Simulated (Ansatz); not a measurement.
Reaction (formal hydrolysis of the Si–C bond): `O[SiH2]/C=C\[SiH](O)O` + H₂O → `O[SiH](O)O` + `C=C[SiH2]O`

Program: Ansatz. Geometries: PBE0-D4/def2-TZVP. ΔE: electronic, gas phase. CCSD(T)/CBS is the MP2 limit (def2-TZVPP, def2-QZVPP) plus CCSD(T) − MP2 in def2-TZVPP, frozen cores. This one scheme is used for every species. Functionals use def2-TZVPP. B3LYP here is the variant with VWN-RPA as its local correlation; programs differ in this. Each species was taken in one conformer, which may not be the lowest.

CCSD(T)/CBS gives -110.1 kJ/mol.

Problem. Another level gave -106.8 kJ/mol. Which?
A. HF/def2-TZVPP
B. ωB97X-V/def2-TZVPP
C. B3LYP-D4/def2-TZVPP
D. PBE-D4/def2-TZVPP

Solution. C. B3LYP-D4 -106.8, HF/def2-TZVPP -144.4, ωB97X-V -112.3, PBE-D4 -96.0 kJ/mol.

Largest T1 diagnostic among the species: 0.012.

From PBE to PBE0 (25 % exact exchange), in def2-TZVPP and without D4, ΔE moves by −5.6 kJ/mol. In def2-TZVPP, CCSD(T) changes the Hartree–Fock value by +32.6 kJ/mol (the triples alone add +5.4 kJ/mol) and MP2 by +32.3 kJ/mol.
